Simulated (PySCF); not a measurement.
**Working out the excitation energy of Cu**

Cu [Ar] 3d10 4s1 (2S) → Cu [Ar] 3d9 4s1 5s1 (4D). All numbers are calculated (PySCF 2.14, the spin-free X2C one-electron Hamiltonian (Gaussian nucleus), in aug-cc-pVDZ-DK). Frozen: [Ar]. Energies in hartree (1 hartree = 27.21139 eV):

```tsv
part	Cu (lower)	Cu (upper)
UHF	-1653.148632	-1652.974169
CCSD correlation	-0.401209	-0.310231
(T)	-0.016525	-0.006905
```

What does Hartree-Fock give?

(-1652.974169) − (-1653.148632) = 0.174463 hartree = 4.747 eV.

What do CCSD and CCSD(T) give?

The CCSD correlation energies differ by 0.090978 hartree = 2.476 eV and the triples by 0.009620 hartree = 0.262 eV, so CCSD gives 7.223 eV and CCSD(T) 7.485 eV.

A double-zeta basis recovers only part of the correlation energy.
